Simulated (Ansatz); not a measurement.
Problem. Name a neutral molecule of Br, C, F, Ge and H with size of the dipole moment (B3LYP/def2-TZVPP) between 2.85 and 3.15 D and size of the dipole moment (ωB97M-V/def2-TZVPP) between 2.75 and 3.05 D (Ansatz, PBE0-D4/def2-TZVP geometry).

Solution. `[CH3][GeH]([F])[Br]` (2.86 D, 2.87 D). Other molecules can fit too; these were computed, each in one conformer that needn't be the lowest.

B3LYP here is the variant with VWN-RPA as its local correlation; programs differ in this.
